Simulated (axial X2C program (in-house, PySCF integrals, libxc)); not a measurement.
## Curves of CoBr⁺ from open-shell CI on d7 s0 p(π)0

Computed with an axial X2C code built on PySCF integrals: two-component X2C with atomic mean-field Coulomb and Gaunt terms, basis Co dyall-v3z, Br dyall-v3z (cores contracted in-house). Orbitals come from Hartree–Fock averaged over the configuration Co d7 s0 p(π)0; CI then distributes these electrons over the d, s, p(π) shells of Co.

Scan along the bond; masses Co 58.933 u, Br 78.918 u. Energies in cm⁻¹ from the lowest point; levels are followed by energy order within each Ω. Lowest level at 2.252 Å: 100% d7.

```
R (Å)  (1)Ω=9/2  (1)Ω=7/2  (1)Ω=5/2  (1)Ω=3/2  (1)Ω=1/2  (2)Ω=7/2  (2)Ω=5/2  (2)Ω=3/2  (2)Ω=1/2
2.094      2214      2565      2911      3224      3428      3370      3541      3749      4000
2.173       547       919      1284      1581      1702      1810      1887      2041      2354
2.252         0       377       746      1015      1083      1315      1327      1457      1791
2.342       370       744      1106      1337      1369      1696      1663      1790      2114
2.432      1486      1851      2198      2391      2404      2790      2735      2872      3169
2.533      3328      3679      4002      4157      4159      4585      4525      4676      4935
2.657      6096      6426      6714      6831      6830      7282      7235      7397      7608
```

(1) Fit the curves (1)Ω=9/2, (1)Ω=7/2, (1)Ω=5/2, (1)Ω=3/2, (1)Ω=1/2, (2)Ω=7/2, (2)Ω=5/2, (2)Ω=3/2, (2)Ω=1/2 near their minima.

The 9 lowest curves are shown; the next is (3)Ω=3/2, from 1949 cm⁻¹.

There is no dynamic correlation: spin–orbit spacings and, for f shells, spacings inside one term are the most reliable numbers, splittings between terms come out too wide, and energies between configurations are not reliable, so the lowest level need not be the ground state of the molecule. For d shells the ligand-field splittings (σ, π, δ) and their order can be off by a thousand cm⁻¹ or more. At most 4 roots were kept for each Ω > 0 (twice that for Ω = 0) within 3.2 eV of the lowest, so higher up levels can be missing between those listed; levels with Ω > 0 are doubly degenerate and listed once, Ω = 0 levels singly. States that fill the shells left empty in the average are placed too high.

## Answers

(1) From the open-shell CI curves, Te from the lowest:

| level | Te (cm⁻¹) | Re (Å) | ωe (cm⁻¹) |
| --- | --- | --- | --- |
| (1)Ω=9/2 | 0 | 2.261 | 356.1 |
| (1)Ω=7/2 | 377 | 2.261 | 354.6 |
| (1)Ω=5/2 | 746 | 2.261 | 352.4 |
| (1)Ω=3/2 | 1011 | 2.265 | 349.0 |
| (1)Ω=1/2 | 1071 | 2.268 | 350.8 |
| (2)Ω=7/2 | 1318 | 2.258 | 349.1 |
| (2)Ω=5/2 | 1324 | 2.263 | 351.0 |
| (2)Ω=3/2 | 1452 | 2.264 | 354.6 |
| (2)Ω=1/2 | 1786 | 2.264 | 349.2 |

Without dynamic correlation distances can be off by several hundredths of an Å (long for ionic bonds, short for multiple bonds) and the wavenumbers are rough.
